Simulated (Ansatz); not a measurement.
Z-matrix (Å, degrees):
```
C
C 1 1.517
H 1 1.093 2 110.3
H 1 1.094 2 111.0 3 -119.8
H 1 1.094 2 111.0 3 119.8
F 2 1.421 1 107.9 3 180.0
Si 2 1.902 1 111.8 3 63.6
Si 2 1.902 1 111.8 3 -63.7
H 7 1.488 2 108.8 1 -63.7
H 7 1.486 2 109.0 1 55.6
H 7 1.484 2 110.2 1 176.4
H 8 1.484 2 110.2 1 -176.5
H 8 1.488 2 108.8 1 63.6
H 8 1.486 2 109.0 1 -55.8
```

Total charge 0; spin multiplicity 1.

Problem. List the PBE/def2-TZVPP orbital energies in eV (Ansatz). (An estimate is asked.)

Solution. The calculation gave: Occupied: -1779.61, -1779.61, -659.76, -270.90, -269.24, -137.40, -137.40, -94.13, -94.12, -94.12, -94.12, -94.11, -94.11, -29.65, -19.09, -15.61, -13.63, -13.19, -11.44, -11.00, -10.97, -9.77, -9.57, -8.85, -8.59, -8.34, -8.31, -7.64, -6.59. Lowest empty: -0.69, -0.56, -0.05, 0.35, 0.57, 0.70, 1.19, 1.31.
